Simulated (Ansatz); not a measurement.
Basis sets compared for [closo-1,2-(Cl)2B6H4]2- (B6H4Cl2²⁻). Charge -2, multiplicity 1. Geometry PBE-D4/def2-SVPD. Ansatz on 4 threads of Intel Xeon on a shared host; times are rough, and most runs start from earlier orbitals.

Cartesian coordinates in Å:
```
B -0.587 0.933 0.342
B 0.628 0.645 -0.866
B -0.786 -0.360 -0.765
B 0.740 -1.008 -0.303
B 0.942 0.305 0.821
B -0.484 -0.705 0.911
Cl -1.631 2.429 0.825
H 1.154 1.315 -1.744
Cl -2.135 -0.857 -1.987
H 1.402 -1.984 -0.631
H 1.805 0.645 1.620
H -1.048 -1.360 1.777
```

B3LYP takes the VWN-RPA correlation. A multiply charged anion in the gas phase is held together partly by the finite basis. Removing one electron lowers the energy by 0.68 eV at PBE0-D4/def2-TZVPD, so it isn't bound. At HF/STO-3G, HF/6-31G, HF/def2-TZVPD, PBE-D4/def2-SVPD and others the highest occupied level of the charge -2 singlet lies above zero (up to 3.57 eV). By energy differences it is unbound by 0.68 eV (vertical, against the charge -1 doublet, at PBE0-D4/def2-TZVPD) and held by the finite basis.

```tsv
level	functions	energy (Eh)	HOMO (eV)	LUMO (eV)	wall time
HF/STO-3G	52	-1057.5649	3.57	21.02	0.4 s
HF/6-31G	88	-1069.2872	0.53	13.67	1.1 s
PBE-D4/def2-SVPD	206	-1071.0590	3.20	5.96	3.4 s
B3LYP-D4/6-31G	88	-1071.9523	3.13	10.00	1.9 s
PBE0-D4/def2-SVPD	206	-1071.1729	2.23	6.43	5.5 s
```

**Question.** Estimate the rows for HF/def2-TZVPD, PBE-D4/def2-TZVPD, B3LYP-D4/def2-TZVPD, PBE0-D4/def2-TZVPD.

**Answer.** 
```
              level  functions  energy (Eh)  HOMO (eV)  LUMO (eV)  wall time
      HF/def2-TZVPD        350   -1069.5086       0.25       6.49       14 s
  PBE-D4/def2-TZVPD        350   -1071.5023       3.20       5.34      8.1 s
B3LYP-D4/def2-TZVPD        350   -1072.1626       2.47       5.52       17 s
 PBE0-D4/def2-TZVPD        350   -1071.6119       2.26       5.69       16 s
```
